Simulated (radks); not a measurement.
Problem. The mean radii <r> (bohr) of the occupied orbitals of an atom or ion are listed with their occupations. Calculated with a radial shooting solver on a logarithmic mesh with Libxc functionals: Dirac Kohn-Sham, PBEsol, spin-unpolarised, spherical densities, finite nucleus; Fermi nuclear charge, rms radius of each element as measured or else 0.836 A^(1/3) + 0.57 fm.

| orbital | occ. | <r> |
|---|---|---|
| 1s1/2 | 2 | 0.06965 |
| 2s1/2 | 2 | 0.3251 |
| 2p1/2 | 2 | 0.2883 |
| 2p3/2 | 4 | 0.2909 |
| 3s1/2 | 2 | 0.9775 |
| 3p1/2 | 2 | 1.026 |
| 3p3/2 | 4 | 1.033 |
| 4d3/2 | 1 | 3.577 |

Name the element and its charge. Open shells, if any, fill j = l - 1/2 first.

Solution. Z = 22, titanium, charge +3: Ti3+ in [Ar] 4d1. The 1s radius gives Z: for a bare nucleus <r> = (2 gamma + 1)/(2Z) with gamma = sqrt(1 - (Z/c)^2), 0.06759 bohr for Z = 22, and screening makes it slightly larger (0.06965 here). The occupations add up to 19, and the charge is Z minus that.
